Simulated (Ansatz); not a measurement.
Ansatz (a quantum-chemistry and plane-wave program) input (B3LYP/6-31G):

Ansatz 0.2 input:
```yaml
crystal:
  periodic: [false, false, false]
  atoms:
    - {symbol: P, position_ang: [0.03250700, -0.05666500, 0.05072500]}
    - {symbol: H, position_ang: [0.00392900, -0.00963900, -1.35582500]}
    - {symbol: H, position_ang: [1.39733700, 0.61532200, 0.12299900]}
    - {symbol: H, position_ang: [-0.65116600, 1.13786300, 0.34586100]}
    - {symbol: H, position_ang: [-1.23770800, -0.89357700, 0.12608900]}
basis:
  gaussian:
    orbitals: 6-31G
hamiltonian:
  xc: {name: B3LYP}
magnetization: {spin_polarized: true, initial_magnetization: 1}
output: {forces: true}
```

Output:

```
Functional definition: B3LYP
integrals: 0.00 GiB planned
268 factors; integrals over basis functions are off by at most 2.5e-4 eV
mean field: 0.07 GiB planned
mean field evaluation 1: about -9349.7559 eV, gradient 4.3e0 eV
mean field evaluation 2: about -9349.8688 eV, gradient 2.9e0 eV
mean field evaluation 4: about -9349.9288 eV, gradient 5.6e-1 eV
mean field evaluation 8: about -9350.0037 eV, gradient 2.6e-2 eV
mean field evaluation 16: about -9350.0037 eV, gradient 5.2e-5 eV
mean field -9350.00374556 eV, -343.6062999891 hartree, gradient 5.2e-5 eV, S^2 0.756959; 0 other end points of the search recorded, 0 dependent functions left out
the calculation of the forces begins
reference -9350.00392757 eV, -343.6063066779 hartree; 10, 9 occupied and 11, 12 virtual orbitals, 268 factors
Total energy: -9350.00392757 eV, -343.6063066779 hartree
Atom 0 at     0.032507    -0.056665     0.050725 Å, force     0.290445    -0.506286     0.453217 eV/Å
Atom 1 at     0.003929    -0.009639    -1.355825 Å, force    -0.013211     0.021780    -0.630723 eV/Å
Atom 2 at     1.397337     0.615322     0.122999 Å, force     0.781455     0.413398     0.022068 eV/Å
Atom 3 at    -0.651166     1.137863     0.345861 Å, force    -0.306671     0.535819     0.131572 eV/Å
Atom 4 at    -1.237708    -0.893577     0.126089 Å, force    -0.752018    -0.464711     0.023866 eV/Å
Dipole moment:    -0.083483     0.145523    -0.130269 e Å
```

The geometry given is a B3LYP-D3(BJ)/def2-TZVP minimum.
